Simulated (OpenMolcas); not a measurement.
# Cr3+: moving or changing the point charges

Cr3+ among 6 point charges of -1 e arranged as a trigonal antiprism (D3d), 2.13 Å from the ion, with a polar angle of 56.9° against the regular 54.74°.
```
   0.0000    1.7848    1.1624  -1.00
  -1.5457   -0.8924    1.1624  -1.00
   1.5457   -0.8924    1.1624  -1.00
   0.0000   -1.7848   -1.1624  -1.00
   1.5457    0.8924   -1.1624  -1.00
  -1.5457    0.8924   -1.1624  -1.00
```

* Program: OpenMolcas
* Method: SS-CASPT2, IPEA 0.25 Eh, imaginary shift 0.1 Eh (closed shells correlated: 3s 3p)
* Basis: ANO-RCC-VTZP [6s5p3d2f1g]
* Scalar Hamiltonian: DKH2, point nucleus
* Active space: 3 electrons in 5 orbitals (3d)
* State averaging: 2S+1 = 4 even, 10 roots; 2S+1 = 2 even, 40 roots
* Spin-orbit coupling: state interaction with AMFI integrals over the reference wave functions

Runs around this geometry, states (labels of D3, the rotations of D3d). Energies in cm-1 above the lowest state or level, χT in cm3 K/mol.

```json
{"R (Å)": "2.13", "q (e)": "-0.5", "Polar angle / regular": "1.04", "Ground state": "4A1", "First state of that spin": "4A2 170", "First gap with spin-orbit (degeneracies)": "140 (2, 2)", "χT at 300 K": "1.103", "First state of another spin": "2A1 15150"}
{"R (Å)": "2.03", "q (e)": "-1", "Polar angle / regular": "1.04", "Ground state": "4A2", "First state of that spin": "4A1 940", "First gap with spin-orbit (degeneracies)": "39 (2, 2)", "χT at 300 K": "1.351", "First state of another spin": "2E 16010"}
{"R (Å)": "2.13", "q (e)": "-1", "Polar angle / regular": "1.04", "Ground state": "4A2", "First state of that spin": "4A1 550", "First gap with spin-orbit (degeneracies)": "64 (2, 2)", "χT at 300 K": "1.213", "First state of another spin": "2A1 15720"}
{"R (Å)": "2.28", "q (e)": "-1", "Polar angle / regular": "1.04", "Ground state": "4A2", "First state of that spin": "4A1 120", "First gap with spin-orbit (degeneracies)": "120 (2, 2)", "χT at 300 K": "1.096", "First state of another spin": "2A1 15310"}
{"R (Å)": "2.13", "q (e)": "-1", "Polar angle / regular": "1.12", "Ground state": "4A2", "First state of that spin": "4A1 360", "First gap with spin-orbit (degeneracies)": "150 (2, 2)", "χT at 300 K": "1.184", "First state of another spin": "2E 15780"}
```

The ground state changes within this set.

Roots that are degenerate in the reference are averaged as groups; the widest CASPT2 spread within a group is 56 cm-1 (the 2-fold group of multiplicity 2 near 35500 cm-1 above the lowest state of its run, R = 2.13, q = -0.5, ratio = 1.04). Shifts and gaps below about the spread of the groups concerned are not significant. The ground term spreads over less than 5000 cm-1, several times less than with real ligands, so orbital moments are less quenched and χT lies further from the spin-only value than at real sites. Free-ion shares, where given, are those of the reference states; single-state CASPT2 does not remix them. Spin-orbit coupling mixes the spin-free states strongly: the lowest level takes only 55 % from its leading state, 4A1 (figures for R = 2.13, q = -0.5, ratio = 1.04; the like holds for R = 2.28, q = -1, ratio = 1.04). Point charges carry no covalency, so the field is a model and not that of real ligands. No measured value stands beside these numbers.
